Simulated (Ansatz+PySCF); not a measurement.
The numbers below are computed, except where a source is named.
**Several solutions for singlet H6**

```xyz
6

H     0.0000    0.0000    0.0000
H     0.0000    0.0000    1.8000
H     0.0000    0.0000    3.6000
H     0.0000    0.0000    5.4000
H     0.0000    0.0000    7.2000
H     0.0000    0.0000    9.0000
```

Basis set: cc-pVDZ (spherical functions). Charge 0, multiplicity 1.

PBE (unrestricted) was run from several starts with Ansatz (development build ahead of 0.2.0).

```csv
run,program,start,converged,energy (hartree),<S²>
A,Ansatz,stability test followed,yes,-3.10148,–
B,Ansatz,"atomic start, no search",yes,-3.08506,–
C,Ansatz,search for the lowest state,yes,-3.10148,–
```

Question: Which runs reached the lowest solution of this kind, and what is wrong with the others?

Answer: A, C reached the lowest solution found. Converged but too high: B by 0.45 eV. Convergence only shows a stationary point, and even a stable one can lie too high; stability tests and further starts are what find lower ones. Caution: the unrestricted determinant is spin contaminated.
